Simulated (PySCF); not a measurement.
A calculated (TPSSh, PySCF 2.14, ANO-RCC-VQZP, the spin-free X2C one-electron Hamiltonian (Gaussian nucleus)) atom or ion has these occupied shells.

```
shell  electrons  orbital energy (eV)  rms radius, mean of both spins (bohr)
   1s          2              -314.57                                  0.312
   2s          2              -41.311                                   1.48
```

Q: Name the element and its charge.

A: C(2+) (carbon, charge +2), in [He] 2s2, closed-shell 1S.
